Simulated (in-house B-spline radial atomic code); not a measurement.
A fraction x of an electron is removed from 2p in N III (N2+), starting from [He] 2s2 2p1 and keeping the highest spin. Computed with a B-spline radial code for spherical atoms: scalar-relativistic (X2C) OLYP, spin-polarised, spherical fractional occupations, Fermi nucleus of rms radius 2.5582 fm.

```json
{"x": "0", "E(x) - E(0) (eV)": "0.0000", "2p up level (eV)": "-38.491"}
{"x": "0.11", "E(x) - E(0) (eV)": "4.3404", "2p up level (eV)": "-40.429"}
{"x": "0.21", "E(x) - E(0) (eV)": "8.4721", "2p up level (eV)": "-42.208"}
{"x": "0.3", "E(x) - E(0) (eV)": "12.3433", "2p up level (eV)": "-43.821"}
{"x": "0.48", "E(x) - E(0) (eV)": "20.5240", "2p up level (eV)": "-47.082"}
{"x": "0.5", "E(x) - E(0) (eV)": "21.4693", "2p up level (eV)": "-47.446"}
{"x": "0.6", "E(x) - E(0) (eV)": "26.3054", "2p up level (eV)": "-49.277"}
{"x": "0.65", "E(x) - E(0) (eV)": "28.7922", "2p up level (eV)": "-50.196"}
{"x": "0.78", "E(x) - E(0) (eV)": "35.4736", "2p up level (eV)": "-52.598"}
{"x": "0.88", "E(x) - E(0) (eV)": "40.8264", "2p up level (eV)": "-54.458"}
{"x": "1", "E(x) - E(0) (eV)": "47.4959", "2p up level (eV)": "-"}
```

The exact functional would give a straight line between the two integer points. Deviations E(x) - E(0) - x[E(1) - E(0)], in eV: -0.884 at x = 0.11, -1.502 at x = 0.21, -1.905 at x = 0.3, -2.274 at x = 0.48, -2.279 at x = 0.5, -2.192 at x = 0.6, -2.08 at x = 0.65, -1.573 at x = 0.78, -0.97 at x = 0.88.

The curve lies below the straight line by up to 2.279 eV (at x = 0.5): convex, the delocalisation error that favours fractional charges.

(1) How well does Slater's transition state (minus the level at half occupation) give the ionisation energy?

Answers

(1) It gives 47.446 eV against 47.496 eV from the two total energies; NIST lists 47.45 eV, ground level to ground level.
